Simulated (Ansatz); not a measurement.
System: BeF, charge 0, doublet. BeF (SMILES [Be][F], doublet).
B3LYP-D3(BJ)/def2-TZVP minimum from Ansatz (a quantum-chemistry and plane-wave program):
```
Be
F 1 1.3730
```
Charge 0, spin multiplicity 2.

Total energies in def2-TZVPP, 9 correlated electrons, 2 frozen orbitals. Open shells are spin-unrestricted; no spin-orbit coupling. Cores are frozen in correlated methods. No relativity. The spin of BeF ([Be][F], doublet) was assumed, and the state is the lowest solution found for it.

| method | program | energy (Eh) | minus CCSDTQ (mEh) |
|---|---|---|---|
| HF | Ansatz | -114.15930 | 283.76 |
| MP2 | Ansatz | -114.43479 | 8.27 |
| CCSD | Ansatz | -114.43500 | 8.06 |
| CCSD(T) | Ansatz | -114.44264 | 0.42 |
| CCSDT(Q) | Ansatz | -114.44311 | -0.05 |
| CCSDTQ | Ansatz | -114.44306 | 0.00 |

Rough core times of Ansatz's runs on a shared machine: CCSD(T) under 20 s, CCSDT(Q) 2 min, CCSDTQ 80 min.
